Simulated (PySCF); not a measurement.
Job file and geometry (Å, from GFN2-xTB) of a spin–spin coupling run on SMILES FB(C#CC=C)F, C$_{4}$H$_{3}$BF$_{2}$, PySCF, B3LYP/pcJ-1 indirect spin-spin coupling, non-relativistic, gas phase; density fitting, a coarse starting grid and PySCF grid level 2 are the driver's defaults:

```
$ OMP_NUM_THREADS=1 python probes_run.py task.json out

{"job": {"kind": "j", "xc": "B3LYP", "basis": "pcJ-1"}, "charge": 0, "multiplicity": 1}
C      2.298598    -0.253572     0.131377
C      1.215200    -0.739789     0.731221
C     -0.077278    -0.240447     0.489367
C     -1.192902     0.184450     0.281887
B     -2.572841     0.728364     0.012233
F     -2.788881     1.746691    -0.799606
F     -3.662154     0.228694     0.564771
H      3.278871    -0.652959     0.327586
H      2.232827     0.557621    -0.574431
H      1.277443    -1.554397     1.441831
```

Question: Write the output of this run.

Answer: 
```
coarse grid: 9464 points
cycle   1  E = -378.6929161690  dE =  8.914e-01  |g| = 7.188e-01  |ddm| = 3.106e+00
cycle   2  E = -378.6242727110  dE =  6.864e-02  |g| = 1.030e+00  |ddm| = 8.469e-01
cycle   3  E = -378.7787475641  dE = -1.545e-01  |g| = 9.423e-02  |ddm| = 4.717e-01
cycle   4  E = -378.7802830729  dE = -1.536e-03  |g| = 4.898e-02  |ddm| = 1.049e-01
cycle   5  E = -378.7806621796  dE = -3.791e-04  |g| = 3.266e-02  |ddm| = 4.962e-02
cycle   6  E = -378.7809137468  dE = -2.516e-04  |g| = 2.811e-03  |ddm| = 2.013e-02
cycle   7  E = -378.7809146892  dE = -9.423e-07  |g| = 2.009e-03  |ddm| = 3.499e-03
final grid: 95368 points
cycle   8  E = -378.8381419531  dE = -1.706e-04  |g| = 5.157e-03  |ddm| = 1.910e-02
cycle   9  E = -378.8381344415  dE =  7.512e-06  |g| = 7.076e-03  |ddm| = 9.271e-03
cycle  10  E = -378.8381471592  dE = -1.272e-05  |g| = 1.669e-03  |ddm| = 6.137e-03
cycle  11  E = -378.8381477678  dE = -6.087e-07  |g| = 7.269e-04  |ddm| = 1.562e-03
cycle  12  E = -378.8381478624  dE = -9.456e-08  |g| = 4.212e-04  |ddm| = 6.736e-04
cycle  13  E = -378.8381479054  dE = -4.298e-08  |g| = 2.934e-05  |ddm| = 2.595e-04
cycle  14  E = -378.8381479055  dE = -1.285e-10  |g| = 1.738e-05  |ddm| = 3.050e-05
converged SCF energy = -378.8381479055

Indirect spin-spin couplings (Hz)
  i      j    bonds     total        FC       PSO       DSO        SD
  0 C    1 C    1     77.520    87.142    -9.760     0.138         -
  0 C    2 C    2     -1.319    -1.801     0.525    -0.043         -
  0 C    3 C    3      2.497     3.439    -0.866    -0.077         -
  0 C    4 B    4     -1.750    -1.838    -0.091    -0.030     0.209
  0 C    5 F    5      2.838     2.440    -1.173    -0.089     1.661
  0 C    6 F    5      5.146     1.866     1.163    -0.157     2.274
  0 C    7 H    1    168.366   167.782     0.095     0.489         -
  0 C    8 H    1    169.452   168.918     0.011     0.523         -
  0 C    9 H    2     -2.819    -1.130    -1.087    -0.602         -
  1 C    2 C    1     91.792    94.590    -3.008     0.209         -
  1 C    3 C    2     11.901    12.328    -0.301    -0.127         -
  1 C    4 B    3      2.639     2.605     0.132    -0.040    -0.058
  1 C    5 F    4     -2.182    -1.352     0.243    -0.157    -0.916
  1 C    6 F    4     -2.119    -1.309     0.227    -0.150    -0.887
  1 C    7 H    2      0.038     1.801    -1.219    -0.544         -
  1 C    8 H    2     -2.918    -1.153    -1.226    -0.539         -
  1 C    9 H    1    171.263   170.098     0.387     0.777         -
  2 C    3 C    1    173.350   167.816     5.389     0.145         -
  2 C    4 B    2     28.924    25.948     2.127    -0.074     0.924
  2 C    5 F    3     13.914     8.560     3.380    -0.248     2.222
  2 C    6 F    3     14.600     8.514     3.899    -0.254     2.442
  2 C    7 H    3     16.732    16.705     0.522    -0.495         -
  2 C    8 H    3     10.679    10.578     0.051     0.051         -
  2 C    9 H    2      0.463     0.928    -0.198    -0.267         -
  3 C    4 B    1    157.730   159.266    -1.979     0.396     0.048
  3 C    5 F    2     55.678    58.709    -3.066    -0.042     0.077
  3 C    6 F    2     56.159    59.298    -3.162    -0.046     0.069
  3 C    7 H    4      0.396     0.496     0.271    -0.371         -
  3 C    8 H    4     -0.950    -0.705    -0.149    -0.095         -
  3 C    9 H    3      4.449     3.965     0.894    -0.410         -
  4 B    5 F    1    -98.694   -49.369   -50.685     0.939     0.421
  4 B    6 F    1    -98.180   -48.856   -50.694     0.936     0.434
  4 B    7 H    5      0.512     0.509     0.176    -0.200     0.026
  4 B    8 H    5      0.550     0.591    -0.026     0.003    -0.017
  4 B    9 H    4     -1.916    -1.961     0.208    -0.168     0.005
  5 F    6 F    2   -184.474    73.828  -263.533    -1.075     6.306
  5 F    7 H    6     -0.169     0.010     0.368    -0.593     0.046
  5 F    8 H    6     -0.795    -0.450    -0.340     0.041    -0.047
  5 F    9 H    5      2.850     2.681     0.949    -0.795     0.015
  6 F    7 H    6     -0.200    -0.358     0.735    -0.650     0.073
  6 F    8 H    6     -0.282    -0.436     0.704    -0.507    -0.043
  6 F    9 H    5      3.473     3.656     0.265    -0.426    -0.021
  7 H    8 H    2      0.357     0.182     3.908    -3.733         -
  7 H    9 H    3     12.990    13.386     0.462    -0.859         -
  8 H    9 H    3     19.092    19.580     2.925    -3.412         -
```

Size and cost of the density-fitted run: 219 basis functions, 24 s wall time on 1 thread of an Arm Neoverse V2, shared host; peak memory 0.83 GiB.
